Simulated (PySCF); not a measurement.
**Broadened absorption spectrum of C5H12P2**

Species: C5H12P2.
Atom-mapped SMILES: `[CH3:1][CH2:2][PH:3]/[CH:4]=[CH:5]\[PH:6][CH3:7]` (hydrogens: H8, H9, H10 on C1; H11, H12 on C2; H13 on P3; H14 on C4; H15 on C5; H16 on P6; H17, H18, H19 on C7)

Level of theory: PySCF 2.14.0, density-fitted response routines, TDDFT CAM-B3LYP/def2-SVPD, vertical, gas phase, core orbitals frozen in the response. Geometry: GFN2-xTB, one conformer, isolated molecule.

Computed states:

```
state  E (eV)      f
   S1    5.28  0.275
   S2    5.91  0.044
   S3    6.10  0.011
   S4    6.15  0.054
   S5    6.31  0.022
   S6    6.73  0.024
   S7    6.82  0.039
   S8    6.96  0.030
```

Each state is given a Gaussian of 0.25 eV full width at half maximum, with ε(max) = 2.175×10⁸ f / Δν̃ (Δν̃ the width in cm⁻¹). The width is an assumption, not a result. The curve ends short of the highest state used, and states not computed would add to its high-energy end.

Task: Give the broadened spectrum and its maxima.

Result: 
λ (nm), ε (L mol⁻¹ cm⁻¹) and a bar:
```
    195.1       3056 ###
    197.6       5357 #####
    200.1       7429 #######
    202.6       7880 ########
    205.1       6836 #######
    207.6       5999 ######
    210.1       5306 #####
    212.6       3775 ####
    215.1       1911 ##
    217.6        689 #
    220.1        301 
    222.6        820 #
    225.1       3207 ###
    227.6       9066 #########
    230.1      18320 ###################
    232.6      26991 ###########################
    235.1      29566 ##############################
    237.6      24525 #########################
    240.1      15674 ################
    242.6       7843 ########
    245.1       3120 ###
    247.6       1001 #
    250.1        262 
    252.6         57
```

Maxima: 235 nm (5.28 eV), ε about 30000, made up of S1 (100%); 202 nm (6.14 eV), ε about 8000, made up of S3 (13%) and S4 (73%) (ε in L mol⁻¹ cm⁻¹; maxima over ε = 5, shares over 10%).

Task: On this curve, what absorbance would a 10⁻⁴ mol/L sample give at 248 nm over a 1 cm path?

Result: 248 nm is 4.999 eV, where ε is about 820 L mol⁻¹ cm⁻¹, so A = ε c l ≈ 0.082 (Beer–Lambert, with the gas-phase spectrum and the assumed width).

Task: What would ε be at 5.28 eV, the highest of these maxima, with half the width (0.125 eV)?

Result: About 59200 L mol⁻¹ cm⁻¹ against 29700, a factor of about 1.99; a lone state at its own centre would give exactly 2.
